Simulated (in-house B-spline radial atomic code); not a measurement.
# Ne3+: [He] 2s2 2p2 5s1 (an excited or competing configuration)

All numbers are computed (Dirac-Hartree-Fock, average of configuration; Fermi nucleus of rms radius 3.0055 fm) with a B-spline radial code for spherical atoms, not measured.

Screening seen three ways: the hydrogenic charge with the same mean radius, Z_r = [3n² - l(l+1)]/(2<r>), the one with the same energy, Z_e = n√(-2ε), and Slater's rules. Values are occupation-weighted means over j.

```tsv
shell	electrons	ε (eV)	<r> (bohr)	Z_r	Z_e	Slater
1s	2	-1010	0.1567	9.57	8.62	9.70
2s	2	-139.22	0.7654	7.84	6.40	7.25
2p	2	-120.44	0.7033	7.11	5.95	7.25
5s	1	-11.009	7.438	5.04	4.50	4.00
```

The least bound orbital is 5s1/2 at -11.01 eV, and it is also the most diffuse (<r> = 7.438 bohr).

Spin-orbit splittings of the orbital energies (j = l + 1/2 above j = l - 1/2 when positive): 2p 0.165 eV.

For the 1s electron the small component carries 0.124 % of the norm, the zero-frequency Breit interaction raises the level by 0.3649 eV, self-energy by 0.1451 eV, and vacuum polarisation lowers it by 0.007771 eV.
